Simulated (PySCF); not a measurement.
Compound: C2H11AlAsN.
Atom-mapped SMILES: `[H][As+:5]([H])([H])[Al@@H-:3]([NH:2][CH3:1])[CH3:4]` (hydrogens: H6, H7, H8 on C1; H9 on N2; H10 on Al3; H11, H12, H13 on C4; H14, H15, H16 on As5)

Computed by this run: PBE0-D3(BJ)/def2-SVP geometry optimisation, gas phase (PySCF 2.14.0); density fitting, grid level 1; the optimiser is geomeTRIC in internal coordinates, started from a GFN2-xTB structure.

Geometry at step 0:
```
atom  x, y, z in Å
C1     -1.5769   -1.5696    0.0954
N2     -1.1026   -0.6762   -0.9516
Al3    -0.0166    0.7560   -0.9298
C4     -0.1768    2.4106    0.1744
As5     1.7482   -0.4659    0.7583
H6     -1.2644   -2.6065   -0.0834
H7     -1.1470   -1.2455    1.0498
H8     -2.6678   -1.5541    0.1898
H9     -1.5170   -0.9494   -1.8397
H10     1.0185    0.6893   -2.0923
H11     0.7886    2.9353    0.1963
H12    -0.9181    3.1497   -0.1441
H13    -0.4191    2.1683    1.2196
H14     3.0068   -0.3018   -0.0146
H15     1.6879   -1.9008    0.3727
H16     2.5486   -0.8304    1.9877
```

Task: Give the atomic forces at this geometry.

Result: 
```csv
atom,Fx (eV/Å),Fy (eV/Å),Fz (eV/Å)
C1,0.350,0.860,-0.626
N2,-0.528,-0.450,0.273
Al3,-0.426,0.552,0.652
C4,0.028,-0.437,-0.062
As5,0.295,-0.279,0.186
H6,0.051,-0.317,0.054
H7,-0.059,-0.083,0.312
H8,-0.339,-0.064,0.202
H9,0.281,0.020,-0.099
H10,0.371,0.157,-0.513
H11,0.201,0.046,-0.046
H12,-0.247,0.107,-0.242
H13,-0.067,-0.080,0.114
H14,0.525,0.276,-0.405
H15,-0.264,-0.593,-0.217
H16,-0.170,0.284,0.417
```

The largest, 1.12 eV/Å, acts on C1; the rms over all components is 0.338 eV/Å. The forces sum to zero within rounding, as they must for an isolated molecule in no field.

Task: Give the force on C1 in Eh/bohr and in nN.

Result: 1.120 eV/Å ÷ 51.422 = 0.02178 Eh/bohr, and 1.120 eV/Å × 1.602 = 1.79 nN.

Task: How far is this geometry from the end of the optimisation?

Result: 0.501 eV above it, and 0.676 Å rms away after alignment. The bonds farthest from their final lengths, with half the difference of the two atoms' forces along the bond (positive lengthens):

```csv
bond,now (Å),final (Å),force along bond (eV/Å)
Al3–H10,1.558,1.597,+0.71
As5–H14,1.486,1.524,+0.28
Al3–C4,1.996,1.963,-0.63
As5–H15,1.487,1.513,+0.22
Al3–As5,2.731,2.749,+0.27
C1–N2,1.456,1.441,-0.87
```

The angle farthest from its final value is Al3–As5–H16, 162.3° against 107.6°.

Of the 6 listed bonds off by 0.010 Å or more, this force points towards the final length in 6.

The cost below is that of the whole optimisation. Time: 3.9 min; peak memory 0.71 GiB. Hardware: Arm Neoverse V1, one thread, no GPU, shared host with 32 logical CPUs at a one-minute load of 8.7.
